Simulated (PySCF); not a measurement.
## Cost of excited-state runs on `InChI=1S/C2HBrClN3/c3-1-2(4)6-7-5-1/h(H,5,6,7)`

Molfile (atoms numbered from 1):
```
C2HBrClN3
     RDKit          3D

  8  8  0  0  0  0  0  0  0  0999 V2000
    2.6427   -0.3730    0.1487 Cl  0  0  0  0  0  0  0  0  0  0  0  0
    0.9531   -0.4177    0.2287 C   0  0  0  0  0  0  0  0  0  0  0  0
    0.2149   -1.5217    0.0159 N   0  0  0  0  0  0  0  0  0  0  0  0
   -1.0223   -1.2406    0.1471 N   0  0  0  0  0  0  0  0  0  0  0  0
   -1.1468    0.0440    0.4481 N   0  0  0  0  0  0  0  0  0  0  0  0
    0.0776    0.6231    0.5147 C   0  0  0  0  0  0  0  0  0  0  0  0
    0.3374    2.4195    0.9115 Br  0  0  0  0  0  0  0  0  0  0  0  0
   -2.0476    0.4758    0.5956 H   0  0  0  0  0  0  0  0  0  0  0  0
  1  2  1  0
  2  3  1  0
  3  4  2  0
  4  5  1  0
  5  6  1  0
  6  7  1  0
  6  2  2  0
  5  8  1  0
M  END
```

PySCF with density fitting, on 1 thread of an Arm Neoverse N1, shared host. Command: `OMP_NUM_THREADS=1 python excited_run.py task.json out`

(1) How long does each of these runs take, and how much memory?
- magnetisability and related constants, B3LYP/pcSseg-1; isotopologues
- magnetisability and related constants, mPW1PW91/STO-3G; grid level 4; SCF tolerance 1e-11 Eh

Results:

(1) 
| run | level | basis functions | wall time | peak memory (GiB) |
| --- | --- | --- | --- | --- |
| magnetisability and related constants | B3LYP/pcSseg-1 | 155 | 35 s | 0.76 |
| magnetisability and related constants | mPW1PW91/STO-3G | 53 | 21 s | 0.61 |

Times from a shared host are rough.
